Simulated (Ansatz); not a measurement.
Basis-set extrapolation for `NB(O)[SiH2]Cl` (PBE0-D4/def2-TZVP geometry, frozen core, the Gaussian-basis code of Ansatz). Multiplicity 1, RHF reference.

```csv
,def2-TZVPP,def2-QZVPP
HF,-905.581401,-905.610638
MP2 correlation,-0.860904,-0.931859
CCSD(T) correlation,-0.943050,not run
```

Energies in hartree. Use E(X) = E(∞) + A·exp(−7.88·√X) for Hartree–Fock and E(X) = E(∞) + B·X^(−2.97) for correlation, with X = 3 and 4, and add CCSD(T) minus MP2 of the smaller set to the MP2 limit.

Problem. What is the CCSD(T) energy at the basis-set limit?

Solution. HF limit: -905.610638 + (-0.029237) × 0.13774 = -905.61467. MP2 limit: -0.931859 + (-0.070955) × 0.74074 = -0.98442. Higher-order term: -0.943050 − (-0.860904) = -0.08215. Total: -906.68124 hartree, 98.4 kcal/mol below CCSD(T)/def2-TZVPP.
